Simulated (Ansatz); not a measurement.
Molecule (SMILES): [SiH]=O (O-SiH), doublet.
Atoms: Si1, O2, H3. Bonds: Si1-O2, Si1-H3.

How fast the highest harmonic wavenumber converges with the basis for several methods (Ansatz, a program for electronic structure): deviation from each method's own reference, in cm⁻¹. References: B3LYP 1907 cm⁻¹, the value in pcseg-3; HF 2082 cm⁻¹, the value in pcseg-3; MP2 2046 cm⁻¹, the value in def2-QZVPP; PBE 1845 cm⁻¹, the value in pcseg-3. Cartesian d functions, on some or all atoms, in 6-31G*, 6-311G**, 6-311+G**; all else is spherical. In correlated methods cores are frozen. Core-valence sets carry the plain set on hydrogen. Open shells are unrestricted. No added dispersion term, no relativity. Each level at its own minimum, unscaled; the references are large sets that could be run, not limits.

| basis | functions | B3LYP | HF | MP2 | PBE |
|---|---|---|---|---|---|
| 6-31G* | 36 | 2 | 35 | -41 | 4 |
| 6-311G** | 51 | -11 | -10 | -10 | -12 |
| 6-311+G** | 59 | -4 | -1 | -3 | -3 |
| def2-TZVPP | 87 | -1 | 1 | -5 | 0 |
| jun-cc-pV(T+d)Z | 101 | -4 | -3 | -13 | -2 |
| 6-311++G(3df,3pd) | 104 | 3 | 6 | 3 | 4 |
| cc-pCVTZ | 116 | -8 | -5 | -14 | -9 |
| aug-cc-pV(T+d)Z | 124 | -4 | -3 | -19 | -4 |

Mean absolute deviation over 6-311G**, 6-311+G**, def2-TZVPP, jun-cc-pV(T+d)Z, 6-311++G(3df,3pd), cc-pCVTZ, aug-cc-pV(T+d)Z: HF 4, PBE 5, B3LYP 5, MP2 10 cm⁻¹.
